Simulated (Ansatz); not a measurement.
Ansatz (a quantum-chemistry and plane-wave program) input:
A basis named .json is the Basis Set Exchange file of that set.

Ansatz 0.2 input:
```yaml
crystal:
  periodic: [false, false, false]
  atoms:
    - {symbol: Si, position_ang: [-1.07247936, 0.08671498, 0.21192337]}
    - {symbol: P, position_ang: [1.12328073, -0.06802843, -0.33237524]}
    - {symbol: H, position_ang: [-1.81711390, -0.89255904, -0.61340246]}
    - {symbol: H, position_ang: [-1.53175281, 1.45323290, -0.12913028]}
    - {symbol: H, position_ang: [-1.35648375, -0.17410058, 1.64265359]}
    - {symbol: H, position_ang: [1.31288995, -1.29737137, 0.35134168]}
    - {symbol: H, position_ang: [1.55796051, 0.71721488, 0.76723878]}
basis:
  gaussian:
    orbitals: def2-QZVPPD.json
    fitting: {mean_field: def2-universal-jkfit, correlation: def2-QZVPPD-RIFIT.json}
magnetization: {spin_polarized: true, initial_magnetization: 2}
correlation: {method: mp2, electrons: outside_noble_gas}
```

Question: Predict the final energy.

Answer: -632.71878 Eh (RI-MP2/def2-QZVPPD). The basis has 317 functions.

This state (charge 0, triplet) is run at the relaxed geometry of the species with charge 0 and multiplicity 1, and is a spin state other than that species' own.
